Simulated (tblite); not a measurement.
Compound: C3H13FSi3.
Atom-mapped SMILES: `[CH3:1][CH2:2][CH2:3][SiH2:4][SiH2:5][SiH2:6][F:7]` (hydrogens: H8, H9, H10 on C1; H11, H12 on C2; H13, H14 on C3; H15, H16 on Si4; H17, H18 on Si5; H19, H20 on Si6)

Structure optimised with GFN2-xTB, isolated species.

(1) List the bond lengths, angles and torsions at this level.

Answers

(1) 
```json
{"bond": "C1–C2", "length (Å)": "1.522"}
{"bond": "C2–C3", "length (Å)": "1.527"}
{"bond": "C3–Si4", "length (Å)": "1.908"}
{"bond": "Si4–Si5", "length (Å)": "2.325"}
{"bond": "Si5–Si6", "length (Å)": "2.311"}
{"bond": "Si6–F7", "length (Å)": "1.620"}
{"bond": "C1–H8, C1–H9, C1–H10", "length (Å)": "1.088"}
{"bond": "C2–H11, C2–H12", "length (Å)": "1.093"}
{"bond": "C3–H13, C3–H14", "length (Å)": "1.092"}
{"bond": "Si4–H15, Si4–H16", "length (Å)": "1.473"}
{"bond": "Si5–H17, Si5–H18", "length (Å)": "1.475"}
{"bond": "Si6–H19, Si6–H20", "length (Å)": "1.461"}
```

Bonds in one row agree within 0.01 Å and their mean is given. A selection of angles:
```json
{"angle": "C2–C1–H8", "degrees": "110.4"}
{"angle": "C2–C1–H9", "degrees": "110.8"}
{"angle": "H8–C1–H9", "degrees": "108.3"}
{"angle": "C1–C2–C3", "degrees": "112.8"}
{"angle": "C1–C2–H11", "degrees": "109.2"}
{"angle": "C3–C2–H11", "degrees": "109.7"}
{"angle": "H11–C2–H12", "degrees": "107.1"}
{"angle": "C2–C3–Si4", "degrees": "115.2"}
{"angle": "C2–C3–H13", "degrees": "108.3"}
{"angle": "C2–C3–H14", "degrees": "108.9"}
{"angle": "Si4–C3–H13", "degrees": "108.7"}
{"angle": "H13–C3–H14", "degrees": "106.1"}
{"angle": "C3–Si4–Si5", "degrees": "112.0"}
{"angle": "C3–Si4–H15", "degrees": "106.1"}
{"angle": "C3–Si4–H16", "degrees": "109.1"}
{"angle": "Si5–Si4–H15", "degrees": "111.6"}
{"angle": "Si5–Si4–H16", "degrees": "112.9"}
{"angle": "H15–Si4–H16", "degrees": "104.6"}
{"angle": "Si4–Si5–Si6", "degrees": "118.8"}
{"angle": "Si4–Si5–H17", "degrees": "110.1"}
{"angle": "Si6–Si5–H17", "degrees": "108.7"}
{"angle": "Si6–Si5–H18", "degrees": "106.2"}
{"angle": "H17–Si5–H18", "degrees": "103.0"}
{"angle": "Si5–Si6–F7", "degrees": "107.4"}
{"angle": "Si5–Si6–H19", "degrees": "119.0"}
{"angle": "Si5–Si6–H20", "degrees": "115.8"}
{"angle": "F7–Si6–H19", "degrees": "101.5"}
{"angle": "H19–Si6–H20", "degrees": "108.5"}
```

Dihedral angles: C1–C2–C3–Si4 -60° (synclinal); C2–C3–Si4–Si5 -47° (synclinal); C3–Si4–Si5–Si6 -38° (synclinal); Si4–Si5–Si6–F7 65° (synclinal). The mirror-image conformer, all signs reversed, is as good.

Si6 (fluorine-bound silicon) is distorted tetrahedral (angles from 101.5° to 119.0°). Of the pairs four or more bonds apart, Si4···H9 is among the closest relative to their van der Waals radii: 2.94 Å, 89 % of the sum of Bondi's values. Si4 (SiH2 silicon) is distorted tetrahedral (angles from 104.6° to 112.9°). Si5 (SiH2 silicon) is distorted tetrahedral (angles from 103.0° to 118.8°).

Point group: C1 (no symmetry element, even within 0.4 Å). Its lowest GFN2-xTB frequency is 13i cm⁻¹, too small to tell a flat minimum from a shallow saddle. One conformer, not necessarily the lowest.

The numbers are calculated, not measured.
